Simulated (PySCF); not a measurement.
AlFH5NO2Si, SMILES [OH][Al]([OH])[NH][SiH2]F. Geometry: B3LYP-D3(BJ)/def2-SVP. The structure was generated by enumeration; whether it is a known compound was not checked. The values are those of a single conformer.

Computed equilibrium geometry at B3LYP-D3(BJ)/def2-SVP (PySCF confirms it by a frequency run) as bond lengths and angles (one conformer of several):
Atoms: Si1 F2 N3 Al4 O5 O6 H7 H8 H9 H10 H11. Bonded distances (Å): Si1–F2 1.633, Si1–N3 1.716, Si1–H7 1.488, Si1–H8 1.485, N3–Al4 1.793, N3–H9 1.020, Al4–O5 1.696, Al4–O6 1.697, O5–H10 0.961, O6–H11 0.960. Bond angles (°): F2–Si1–N3 112.5, F2–Si1–H7 106.5, F2–Si1–H8 105.7, N3–Si1–H7 107.7, N3–Si1–H8 112.0, H7–Si1–H8 112.5, Si1–N3–Al4 128.8, Si1–N3–H9 115.6, Al4–N3–H9 115.6, N3–Al4–O5 116.6, N3–Al4–O6 122.6, O5–Al4–O6 120.9, Al4–O5–H10 124.8, Al4–O6–H11 127.0.
